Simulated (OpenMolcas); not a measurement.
**V2+, Nb2+, Ta2+: d3 down the group**

* Program: OpenMolcas
* Method: XMS-CASPT2, IPEA 0.25 Eh, imaginary shift 0.1 Eh
* Basis: ANO-RCC-VTZP
* Scalar Hamiltonian: DKH2, point nucleus
* Spin-orbit coupling: RASSI with atomic mean-field integrals over the reference wave functions, term energies averaged over their components

Active space for each ion: 3 electrons in 5 orbitals (d); closed shells correlated by CASPT2: V2+ 3s 3p; Nb2+ 4s 4p; Ta2+ 5s 5p.

Computed levels in cm-1 above 4F 3/2:

```csv
Level,V2+,Nb2+,Ta2+
4F 5/2,154,520,2640
4F 7/2,366,1185,5090
4F 9/2,632,1953,7100
4P 1/2,11910,8810,14500
4P 3/2,11980,8710,15110
4P 5/2,12160,9760,14320
2G 7/2,12450,9530,12230
2P 1/2,15900,10770,9270
2D 5/2(1),17000,13430,18460
weight of 4F in the lowest level (%),100,99,88
```

Mixed levels, with the weight of the term that names them: Nb2+ 4P 3/2 (74 %), Ta2+ 4P 1/2 (62 %), Ta2+ 4P 3/2 (54 %), Ta2+ 2P 1/2 (62 %).

Measured, with the error of the calculation in %. Measured levels: V2+ from Sugar and Corliss, J. Phys. Chem. Ref. Data 7, 1191 (1978); Nb2+ from the list in Shadmi, J. Res. Natl. Bur. Stand. 70A, 435 (1966).

```json
{"Level": "4F 5/2", "V2+": "146 (+6.1)", "Nb2+": "516 (+0.8)"}
{"Level": "4F 7/2", "V2+": "342 (+7.3)", "Nb2+": "1177 (+0.7)"}
{"Level": "4F 9/2", "V2+": "584 (+8.2)", "Nb2+": "1939 (+0.7)"}
{"Level": "4P 1/2", "V2+": "11514 (+3.5)", "Nb2+": "8664 (+1.6)"}
{"Level": "4P 3/2", "V2+": "11592 (+3.4)", "Nb2+": "8608 (+1.2)"}
{"Level": "4P 5/2", "V2+": "11770 (+3.3)", "Nb2+": "9594 (+1.7)"}
{"Level": "2G 7/2", "V2+": "11966 (+4.1)", "Nb2+": "9236 (+3.2)"}
{"Level": "2P 1/2", "V2+": "15580 (+2.0)", "Nb2+": ""}
{"Level": "2D 5/2(1)", "V2+": "16375 (+3.8)", "Nb2+": "13094 (+2.6)"}
```

The fine-structure level 4F 9/2 changes by a factor of 11.2 from V2+ to Ta2+.

Without spin-orbit coupling 4P lies 11710, 8330, 8580 cm-1 above 4F in that order; the difference to the level 4P 1/2, of either sign, comes from spin-orbit coupling, which also lowers the zero.

Term energies are means over components that CASPT2 splits; among the terms shown or strongly mixed into the levels shown the widest spread is 1600 cm-1 (3d3 4F, V2+). The CASPT2 spread within a term exceeds the gap to the next term for 3d3 4P and 3d3 2G, so the order of their levels is uncertain (figures for V2+; the like holds for Nb2+, Ta2+). Levels of configurations with an s electron are missing; early in the row they begin among the upper levels of the d shell and mix with terms of their name (holds for Nb2+). Configurations with an s electron lie low in 5d ions of this charge, fall among these levels and mix in, so low-spin terms can stand far too high, up to twice their true height, and weights are not those of the real levels (holds for Ta2+). Measured partners are found by configuration, term and J. A level has none where our copy of the source lacks it or the pairing is in doubt (some pairs that miss far off the trend of their configuration count as doubtful), and it then counts in no deviation. Only configurations of the active space appear.

A number in round brackets counts repeated terms of one configuration in the order of the reference energies.
